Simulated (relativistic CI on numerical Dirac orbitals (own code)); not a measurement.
**Slater and spin-orbit integrals, Ta XLVIII**

Computed by Dirac-Coulomb-Breit CI, orbitals from a KLI potential per configuration, QED by a radiative potential, unscaled Slater integrals (own radial code, finite nucleus).

Slater integrals F^k, G^k are unscaled and averaged over j, outside the closed core [Ne]; ζ comes from projecting the Hamiltonian with its Breit term on Σ l·s of the shell.

- 3s²3p⁶3d⁸: F^2(3d,3d) = 576170, F^4(3d,3d) = 371670, ζ(3d) = 204700 cm⁻¹; <r>(3d) = 0.1768, <r^2>(3d) = 0.0363 (bohr units).
- 3s²3p⁵3d⁹: ζ(3p) = 1.5724e+06, F^2(3p,3d) = 502380, G^1(3p,3d) = 540080, G^3(3p,3d) = 358740, ζ(3d) = 203060 cm⁻¹; <r>(3p) = 0.1965, <r^2>(3p) = 0.04477, <r>(3d) = 0.177, <r^2>(3d) = 0.0364 (bohr units).
- 3s²3p⁴3d¹⁰: F^2(3p,3p) = 498620, ζ(3p) = 1.5716e+06 cm⁻¹; <r>(3p) = 0.1967, <r^2>(3p) = 0.04484 (bohr units).

Question: Give the Racah parameters of the d shell in 3s²3p⁶3d⁸.

Answer: B = F²/49 − 5F⁴/441 = 7545 cm⁻¹ and C = 35F⁴/441 = 29498 cm⁻¹.

Averages of the first 10 configurations, taken without configuration mixing, which lowers the lowest level and can move excited configurations by several eV; other configurations of the list can lie among them:

```csv
Configuration,Parity,States,Average energy above the lowest level (eV)
3s²3p⁶3d⁸,even,45,57.2
3s²3p⁵3d⁹,odd,60,557.0
3s²3p⁴3d¹⁰,even,15,1064.8
3s3p⁶3d⁹,even,20,983.4
3p⁶3d¹⁰,even,1,1920.3
3s3p⁵3d¹⁰,odd,12,1481.6
3s²3p⁶3d⁷4s,even,240,1691.5
3s²3p⁶3d⁷4p,odd,720,1852.1
3s²3p⁴3d⁹4s,even,300,2680.6
3s²3p⁶3d⁷4d,even,1200,2038.8
```
